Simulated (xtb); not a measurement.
Si(F)3(SeH) (F3HSeSi), SMILES F[Si]([SeH])(F)F. All values are semi-empirical tight-binding results from xtb (GFN2-xTB unless named), good for trends rather than for accurate numbers. Geometry: GFN2-xTB. The structure was generated by enumeration, and PubChem lists no compound with its InChIKey, so it may never have been made. Other conformers were not sampled.

Optimised geometry:

```xyz
6

F     -1.5974    -0.4499    -1.2013
Si    -0.7521     0.2408    -0.0573
F     -0.8408     1.7912    -0.3591
F     -1.6271     0.0207     1.2408
Se     1.3291    -0.4832     0.1132
H      1.9267     0.7993    -0.1708
```

A frequency run showed that this geometry is not a minimum.

Computed properties:
```yaml
point_group_as_xtb_finds_it: Cs
orbital_gap: 4.69 eV
static polarisability (D4 model): 68.6 bohr³
solvation energy, GFN2-xTB/ALPB(water): 0.2 kcal/mol
solvation energy, GFN2-xTB/ALPB(dmf): -2.0 kcal/mol
```

Question: Give the atomic charges and the Wiberg bond orders between heavy atoms. (Estimate from the structure and the level; the computed values follow.)

Answer: charges (e) F1 -0.23, Si2 0.68, F3 -0.23, F4 -0.23, Se5 -0.15, H6 0.15. Bond orders F1–Si2 1.12, Si2–F3 1.11, Si2–F4 1.12, Si2–Se5 1.05.
